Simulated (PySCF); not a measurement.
C3H12OSi2, SMILES C[SiH](C)C[SiH2]O. Atoms are numbered in the order given.

```xyz
18

C     -1.7379    -1.3108    -0.9306
Si    -1.3292     0.3923    -0.2283
C     -2.6879     0.9546     0.9531
C      0.3380     0.3490     0.6688
Si     1.7821    -0.3165    -0.3284
O      3.2671     0.0135     0.3721
H     -2.7228    -1.3081    -1.4253
H     -1.7633    -2.0691    -0.1304
H     -0.9896    -1.6325    -1.6728
H     -1.2268     1.3702    -1.3559
H     -3.6611     1.0134     0.4388
H     -2.7916     0.2492     1.7943
H     -2.4654     1.9497     1.3712
H      0.5820     1.3778     0.9900
H      0.2218    -0.2543     1.5880
H      1.5983    -1.7912    -0.5079
H      1.8363     0.3373    -1.6623
H      3.4314    -0.3672     1.2424
```
Charge 0, spin multiplicity 1.

Coordinates come from a B3LYP-D3(BJ)/def2-SVP optimisation. The structure was generated by enumeration, and PubChem lists no compound with its InChIKey, so it may never have been made. The values are those of a single conformer.

Two levels are set side by side: PBE/pcSseg-1 (PySCF) and KT2/pcSseg-1 (PySCF). GIAO shifts against H2O (¹⁷O), TMS (²⁹Si), TMS (¹H), TMS (¹³C) at the same level; non-relativistic, no solvent, atoms listed together averaged. Differences are taken from unrounded values.

| quantity | KT2 | PBE | PBE minus KT2 |
|---|---|---|---|
| δ(²⁹Si) of Si2 (ppm) | -18.9 | -18.8 | 0.2 |
| δ(¹³C) of C4 (ppm) | 7.4 | 7.5 | 0.1 |
| δ(²⁹Si) of Si5 (ppm) | -9.4 | -10.6 | -1.2 |
| δ(¹⁷O) of O6 (ppm) | 33.6 | 37.2 | 3.6 |
| δ(¹H) of H10 (ppm) | 4.68 | 4.69 | 0.01 |
| δ(¹H) of H18 (ppm) | 0.59 | 0.63 | 0.04 |

Rough cost on one machine, each run with all the roots and properties that it gave: KT2 against PBE within a factor of 2.
